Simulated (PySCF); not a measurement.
Vertical excitations of a molecule CH7F2NSi2 from TDA-ωB97X/def2-SVPD (PySCF), as energy in eV (oscillator strength): 7.63 (0.062), 8.22 (0.023), 8.49 (0.014), 8.58 (0.037), 8.83 (0.010), 8.96 (0.042), 9.01 (0.017), 9.16 (0.015), 9.21 (0.113), 9.42 (0.117). Lowest triplet (TDA): 7.32 eV. Geometry: PBE0-D3(BJ)/def2-SVP. Other conformers were not sampled.

Task: Identify the compound among the candidates.
(A) NC([SiH2]F)[SiH2]F
(B) F[SiH](F)NC[SiH3]
(C) N[Si@H](F)C[SiH2]F
(D) NC[Si@H](F)[SiH2]F

Result: C, N[Si@H](F)C[SiH2]F
